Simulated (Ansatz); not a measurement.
Reaction (ligand exchange at the Al–C bond): `C[CH2][Al]([NH2])[NH2]` + HBr → `[NH2][Al]([NH2])[Br]` + `CC`

Gas-phase electronic energies from Ansatz, PBE0-D4/def2-TZVP geometries. CCSD(T)/CBS adds triple-zeta CCSD(T) − MP2 to the extrapolated MP2 energy (def2 sets, frozen cores). This one scheme is used for every species. DFT in def2-TZVPP. B3LYP here is the variant with VWN-RPA as its local correlation; programs differ in this. HSE06 is defined as in plane-wave codes. For Br outer-core shells are correlated without core-valence functions, which leaves a few kJ/mol of doubt a bond. Scalar relativity is left out up to krypton. Each species was taken in one conformer, which may not be the lowest.

| level | ΔE (kJ/mol) | difference from CCSD(T)/CBS |
| --- | --- | --- |
| LDA (SPW92) | -169.8 | 14.0 |
| PBE-D4 | -174.1 | 9.7 |
| revPBE-D4 | -173.2 | 10.6 |
| BLYP-D4 | -174.4 | 9.4 |
| r2SCAN-D4 | -186.0 | -2.2 |
| B97M-V | -184.6 | -0.8 |
| PBE0-D4 | -182.3 | 1.5 |
| B3LYP-D4 | -181.6 | 2.2 |
| r2SCANh-D4 | -187.7 | -3.9 |
| r2SCAN0-D4 | -190.1 | -6.3 |
| BHLYP-D4 | -192.3 | -8.5 |
| CAM-B3LYP-D4 | -182.5 | 1.3 |
| ωB97X-V | -183.6 | 0.2 |
| ωB97M-V | -181.7 | 2.1 |
| PBE-QIDH | -189.9 | -6.1 |
| PBE | -176.5 | 7.3 |
| revPBE | -178.8 | 5.0 |
| BLYP | -178.7 | 5.1 |
| PBE0 | -184.5 | -0.7 |
| B3LYP | -184.9 | -1.1 |
| r2SCANh | -188.8 | -5.0 |
| r2SCAN0 | -191.3 | -7.5 |
| HSE06 | -184.6 | -0.8 |
| BHLYP | -193.9 | -10.1 |
| CAM-B3LYP | -184.6 | -0.8 |
| LC-ωPBE | -184.6 | -0.8 |
| RPA@PBE/def2-TZVPP | -174.9 | 8.9 |
| HF/def2-SVP | -205.2 | -21.4 |
| MP2/def2-SVP | -189.6 | -5.8 |
| CCSD(T)/def2-SVP | -183.0 | 0.8 |
| HF/def2-TZVPP | -208.2 | -24.4 |
| MP2/def2-TZVPP | -187.7 | -3.9 |
| SCS-MP2/def2-TZVPP | -187.6 | -3.8 |
| CCSD/def2-TZVPP | -185.0 | -1.2 |
| CCSD(T)/def2-TZVPP | -182.1 | 1.7 |
| HF/def2-QZVPP | -206.9 | -23.1 |
| MP2/def2-QZVPP | -188.2 | -4.4 |
| HF/CBS(def2) | -206.7 | -22.9 |
| MP2/CBS(def2) | -189.4 | -5.6 |
| CCSD/CBS(def2) | -186.7 | -2.9 |
| CCSD(T)/CBS | -183.8 | 0 |

Largest T1 diagnostic among the species: 0.010.

From PBE to PBE0 (25 % exact exchange), in def2-TZVPP and without D4, ΔE moves by −8.0 kJ/mol. Leaving LDA and LC-ωPBE aside and taking each functional with its dispersion term where it has one, the values spread over 19.0 kJ/mol, from BHLYP-D4 to revPBE-D4. LDA lies +6.7 kJ/mol from PBE without D4. In def2-TZVPP, CCSD(T) changes the Hartree–Fock value by +26.1 kJ/mol (the triples alone add +2.9 kJ/mol) and MP2 by +20.5 kJ/mol.
